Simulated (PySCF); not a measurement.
AuCl, SMILES [Cl][Au], multiplicity 1. Heavy atoms are numbered as in [Au:1][Cl:2].

Geometry: PBE-D3(BJ)/def2-TZVPD. The multiplicity is an assumed one; other spin states were not compared. The def2 effective core potentials stand for the cores of Au; spin–orbit coupling is left out.

All values below come from PBE0/def2-TZVPD (PySCF).

Mulliken values depend strongly on the basis, most of all with diffuse functions as here. ESP charges are fitted to the potential on shells at 1.4 to 2.0 van der Waals radii. Atomic charges (e), one atom of each kind:

```json
[
 {"atom": "Au1", "Mulliken": "0.37", "ESP fit": "?"},
 {"atom": "Cl2", "Mulliken": "-0.37", "ESP fit": "?"}
]
```

Complete the blanks. (The exact figures need the calculation; the answer reports its results.)


- Au1, ESP fit: 0.37
- Cl2, ESP fit: -0.37
